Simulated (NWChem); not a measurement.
**Ionisation of C2F3**

```xyz
5

F     -0.0816     1.9464     0.0000
C      0.5507     0.8161     0.0000
C      0.0811    -0.4183     0.0000
F     -1.1940    -0.7376     0.0000
F      0.8544    -1.4740     0.0000
```
Charge 0, spin multiplicity 2.

Everything below was run with NWChem. Structure: optimised with UPBE0/def2-SVP, a minimum by its harmonic frequencies.

Basis set: def2-SVPD. The species with one electron less has spin multiplicity 3 and keeps the geometry of the parent. Δ marks differences of total energies (open shells unrestricted). −ε marks an orbital energy of the parent. That orbital need not have the symmetry of the hole or added electron in the Δ rows.

B3LYP has NWChem's definition, with VWN1-RPA local correlation. The structure started from a generated list of species. The unpaired electrons of the parent sit in orbitals of symmetry a' (Cs labels of the run); other states weren't searched. The stability of the SCF solutions was not checked.

### Question
One of these methods gave a first vertical ionisation energy of 6.29 eV. Which?
A. −ε(beta HOMO) of M06-2X
B. −ε(beta HOMO) of PBE
C. −ε(beta HOMO) of B3LYP
D. ΔPBE

### Answer
B, −ε(beta HOMO) of PBE. The others give 7.52 (−ε(beta HOMO) of B3LYP), 9.05 (−ε(beta HOMO) of M06-2X), 10.20 (ΔPBE).
